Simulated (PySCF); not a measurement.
A structure optimised at B3LYP-D3(BJ)/def2-SVP, used in a PySCF frequency run:

```xyz
17

C      3.1366    -0.5338     0.2339
C      1.7004    -0.3637    -0.1630
C      0.7896     0.4108     0.4484
Si    -0.9939     0.5396    -0.1231
C     -2.1364     0.0150     1.2768
N     -1.3407    -0.4375    -1.5229
H      3.3900     0.0677     1.1202
H      3.3638    -1.5915     0.4563
H      3.8122    -0.2399    -0.5890
H      1.3811    -0.9382    -1.0451
H      1.1187     0.9847     1.3285
H     -1.2752     1.9564    -0.5094
H     -3.1934     0.1373     0.9928
H     -1.9483     0.6148     2.1824
H     -1.9687    -1.0427     1.5401
H     -1.3441    -1.4499    -1.4393
H     -0.9779    -0.1612    -2.4304
```
Charge 0, spin multiplicity 1.

**Question.** Write its SMILES and formula.

**Answer.** C/C=C/[Si@H](C)N, C4H11NSi

**Question.** What are its rotational constants (standard atomic weights)?

**Answer.** 4.9397, 1.4109, 1.2149 GHz
